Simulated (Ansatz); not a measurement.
Ge₄⁺ was relaxed with r2SCAN-D4 (def2-SVP) in Ansatz in these states: charge +1 doublet, charge +1 quartet. The geometries follow in no particular order.

A:

```tsv
atom	x (Å)	y (Å)	z (Å)
Ge1	-1.3752	0.2820	-0.2317
Ge2	-0.4052	-1.9143	0.0748
Ge3	0.4051	1.9144	-0.0743
Ge4	1.3753	-0.2821	0.2312
```

B:

```xyz
4

Ge   -0.421    0.285   -1.345
Ge    1.368    1.528   -0.105
Ge   -1.368   -1.528    0.105
Ge    0.421   -0.284    1.346
```

**Question.** Judge from the bond lengths which geometry belongs to which state (an estimate).

**Answer.** A is the charge +1 doublet (Ge1–Ge2 2.421 Å, Ge3–Ge4 2.421 Å, Ge2–Ge4 2.421 Å); B is the charge +1 quartet (Ge1–Ge2 2.507 Å, Ge3–Ge4 2.507 Å, Ge2–Ge4 2.507 Å).

At PBE0-D4/def2-TZVP a doublet lies 1.39 eV below the charge +1 quartet. These are the stationary points nearest to one start from a short search; other shapes may lie lower in each state.
